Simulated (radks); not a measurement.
The numbers below are computed, except where a source is named.
Fractional charge and spin in the 3p shell of iron: the spin-up occupation runs from 2 to 3 and the spin-down occupation from 2 to 3; the fullest corner is Fe3+, [Ne] 3s2 3d(up 2.5, down 2.5) 3p(up 3, down 3). Level of theory: scalar-relativistic Kohn-Sham, r2SCAN, spin-polarised, spherical densities, finite nucleus; meta-GGA in the generalised Kohn-Sham scheme; Fermi nuclear charge, rms radius of each element as measured or else 0.836 A^(1/3) + 0.57 fm (a radial shooting solver on a logarithmic mesh with Libxc functionals). Energy (eV) minus the two flat planes that join the four corners (they meet along the diagonal where the two added fractions sum to one electron); zero is where a piecewise linear energy would lie.

| down \ up | 2 | 2.5 | 3 |
|---|---|---|---|
| 2 | 0.000 | -2.789 | 0.000 |
| 2.5 | -2.789 | 0.532 | -2.589 |
| 3 | 0.000 | -2.589 | 0.000 |

Corners above the fullest one (they belong to Fe4+ and the next ion): (up 3, down 2) 109.05 eV, (up 2, down 3) 109.05 eV, (up 2, down 2) 241.75 eV. With half an added electron in each spin the energy lies 0.532 eV from the planes, and with half an added electron in spin up alone -2.789 eV. The planes are only a guide here: the flat-plane condition holds for ground states with one frontier orbital, while this shell lies below other occupied shells, so the corners above the fullest one are inner-hole states and not the ground states of those ions.
